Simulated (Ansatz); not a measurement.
Which isomer of CH2Cl3Ga gives these data?

These gas-phase data were calculated for one isomer of CH2Cl3Ga at B3LYP-D3(BJ)/def2-SVP (harmonic, unscaled wavenumbers; equilibrium rotational constants with average atomic masses):

| Item | Value |
| --- | --- |
| rotational constants | 1.856, 1.167, 0.7918 GHz |
| all wavenumbers above 1500 cm⁻¹ | 3185, 3100 |
| dipole moment | 2.61 D (PBE0/def2-TZVPD) |

Candidates:

(1) `[Cl][GaH][CH](Cl)Cl`, a singlet
(2) `Cl[CH2][Ga]([Cl])[Cl]`, a singlet

Task: Which candidate do the data belong to?

Result: Candidate (2). No mode falls between 1700 and 2150 cm⁻¹, where the Ga–H stretch of (1) would stand.

The same quantities for all candidates:

```tsv
	rotational constants (GHz)	wavenumbers above 1500 cm⁻¹	dipole (D)	E above the lowest, B3LYP-D3(BJ)/def2-SVP (kcal/mol)
(1)	2.528, 0.8962, 0.7417	3158, 2027	0.73	44.4
(2)	1.856, 1.167, 0.7918	3185, 3100	2.61	0.0
```

Harmonic stretches to hydrogen usually lie a few per cent above observed fundamentals. Each candidate is one conformer. Programs: Ansatz 0.2.0.
